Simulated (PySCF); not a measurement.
## Ir⁺ (iridium, charge +1) across methods

[Xe] 4f14 5d7 6s1, high-spin 5F determinant. All numbers are calculated (PySCF 2.14, a scalar-relativistic core potential, in def2-QZVPPD with the def2 core potential (60 electrons)).

```tsv
method	E (hartree)	mean ε 5d α (eV)	mean ε 5d β (eV)	mean ε 6s α (eV)	Σ⟨r²⟩ (bohr²)	⟨S²⟩
revPBE	-103.9966	-16.297	-14.304	-14.148	42.56	6.001
PBE	-103.9440	-16.338	-14.335	-14.219	42.63	6.001
PBE0	-103.9081	-18.000	-15.840	-14.989	42.42	6.002
B97-3	-103.9311	-17.966	-15.979	-14.787	42.37	6.002
r2SCAN	-103.9611	-16.812	-14.428	-14.549	42.28	6.002
LDA	-103.7084	-16.451	-14.403	-14.497	42.81	6.001
r2SCANh	-103.9409	-17.429	-15.023	-14.847	42.25	6.002
BP86	-104.0314	-16.416	-14.533	-14.361	42.57	6.001
UHF	-103.18830	-22.214	-19.435	-16.626	42.50	6.005
```

Energies and moments cover only the electrons outside the core potential. Spin-orbit coupling, absent here, splits the open shell strongly.
